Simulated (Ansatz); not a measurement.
A basis-limit estimate, worked out

An elementary step of AlH2F3, singlet (AlF₃ ([F][Al]([F])[F]) + H₂ → AlHF₂ ([F][AlH][F]) + HF (still joined by a long Al–F bond); bonds formed: Al1–H6, F2–H5; bonds broken: H5–H6; bonds weakened to dative contacts: Al1–F2). “Start” is the structure reached by relaxing down from the saddle towards the reactants; PBE0-D4/def2-TZVP structures. The saddle:

Al1  (0.024, -0.501, 0.138)
F2  (-0.911, 1.107, -0.135)
F3  (-0.456, -1.616, -0.959)
F4  (0.077, -0.850, 1.735)
H5  (0.107, 1.262, -0.380)
H6  (1.159, 0.598, -0.399)
(Å)

Ansatz 0.2.0; basis: def2-TZVPP and def2-QZVPP; cores frozen in the correlated methods.

Energies in eV:

| quantity | saddle | start |
| --- | --- | --- |
| Hartree–Fock, triple zeta (X = 3) | -14740.13071 | -14741.91066 |
| Hartree–Fock, quadruple zeta (X = 4) | -14740.76207 | -14742.55550 |
| MP2 correlation, X = 3 | -23.62679 | -23.36147 |
| MP2 correlation, X = 4 | -25.84669 | -25.59323 |
| CCSD(T) correlation, X = 3 | -24.42721 | -24.13761 |

(1) Work out the barrier at the basis limit: extrapolate Hartree–Fock as E(X) = E∞ + A exp(−7.88 √X) and the MP2 correlation as E(X) = E∞ + B X^−2.97 (the exponents that Neese and Valeev fitted for def2-TZVPP and QZVPP), then add CCSD(T) − MP2 in triple zeta.

T1 diagnostic: at most 0.013.

Results:

(1) Each step is linear, so take the differences first (saddle − start): Hartree–Fock 1.77995 (X = 3) and 1.79343 (X = 4); MP2 correlation -0.26532 and -0.25346; CCSD(T) correlation -0.28960.
Two points give E∞ = E(4) + w [E(4) − E(3)], with w = 1/(exp(7.88 (2 − √3)) − 1) = 0.1377 for Hartree–Fock and w = 1/((4/3)^2.97 − 1) = 0.7407 for the correlation.
Hartree–Fock: 1.79343 + 0.1377 × 0.01348 = 1.7953 eV.
MP2 correlation: -0.25346 + 0.7407 × 0.01186 = -0.2447 eV.
CCSD(T) − MP2: -0.28960 − (-0.26532) = -0.0243 eV.
Sum: 1.7953 + (-0.2447) + (-0.0243) = 1.5263 eV, or 35.20 kcal/mol. Plain CCSD(T) in triple zeta gives 1.4903 eV, so the larger basis shifts the result by 0.0360 eV.

Labels in which every atom is bracketed show which atoms are joined, not bond orders.

For scale, one of the runs: CCSD(T)/def2-TZVPP, 163 basis functions, launched by `ansatz run in.yaml --threads 2 --pin off --events-out ev --progress --plain --max-ram 4352MiB`. Hardware: 2 CPU threads of an Intel Xeon 6975P-C, shared host. Wall time 13 s; peak host memory 1.4 GiB.
